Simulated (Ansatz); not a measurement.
A structure relaxed at PBE-D4/def2-SVPD in Ansatz, charge -1, doublet:

Cartesian coordinates in Å:
```
Mo -0.0056 -0.5616 -1.0486
Mo -1.3422 1.2952 -0.8404
Mo 1.1384 -0.6320 1.2838
Mo 0.3521 1.6851 0.5728
Mo -1.0238 -0.6912 1.4076
Si -0.1677 -2.7373 0.4333
Si 1.0487 1.6418 -1.8085
```

Task: Give its formula.

Result: the cluster Si2Mo5⁻.

Task: Summarise the bond lengths by kind (pairs closer than 1.2 times the sum of covalent radii, bridged metal pairs left out).

Result: 9 × Mo–Mo 2.17 to 3.02 Å; 6 × Mo–Si 2.42 to 2.64 Å.

In the def2 sets Mo takes a core potential; there is no spin–orbit coupling. The highest occupied level of the charge -1 doublet lies above zero (up to 0.12 eV). The electron is either unbound and held by the finite basis, or the level is raised by self-interaction error. Another isomer (doublet) lies 0.17 eV lower at PBE0-D4/def2-TZVPD; other spin states weren't run for this one.
